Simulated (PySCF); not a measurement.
**A series of derivatives of C[SiH](F)Cl**

Parent skeleton `[CH3:1][SiH:2]([F:3])[Cl:4]`; one hydrogen on atom 2 is replaced by X. Hydrogens on one atom are averaged.

[PySCF 2.14: GFN2-xTB structure; shielding tensors at PBE0/pcSseg-1 (GIAO); one conformer; no solvent model; one averaged value for each set of equivalent atoms; non-relativistic Hamiltonian]

Chemical shifts δ = σref − σ; 13C (σ = 186.93 ppm) and 29Si (σ = 349.16 ppm) and 1H (σ = 31.72 ppm) against TMS; 19F (σ = 170.95 ppm) vs CFCl3; HCl for 35Cl (σ = 949.78 ppm), all at this level.

Problem. Give δ (ppm) for X = CHF2, cPr, nPr, propynyl, CF=CF2, isopropenyl, CH2CF3, CH2Cl.

Solution. 
```
          X                    SMILES    C1   Si2      F3   Cl4  H(C1)
       CHF2        C[Si@](F)(Cl)C(F)F  -0.8  12.4  -156.0  40.8   0.70
        cPr        C[Si@](F)(Cl)C1CC1   2.2  31.8  -140.6  63.0   0.34
        nPr         CCC[Si@@](C)(F)Cl   1.9  31.0  -154.1  60.9   0.45
   propynyl         CC#C[Si@](C)(F)Cl   5.5  -8.8  -137.7  74.2   0.52
     CF=CF2  C[Si@@](F)(Cl)C(F)=C(F)F   1.8  10.6  -143.9  63.1   0.74
isopropenyl       C=C(C)[Si@](C)(F)Cl   3.2  14.7  -157.6  53.4   0.53
     CH2CF3   C[Si@@](F)(Cl)CC(F)(F)F   4.4  26.0  -143.8  70.1   0.73
      CH2Cl          C[Si@](F)(Cl)CCl   1.0  21.6  -146.2  45.4   0.63
```

Problem. Which position responds most, and to which substituents?

Solution. Si2: from -8.8 ppm with propynyl to 31.8 ppm with cPr.

Unscaled 19F shifts against computed CFCl3 carry errors that often reach 10 to 50 ppm.
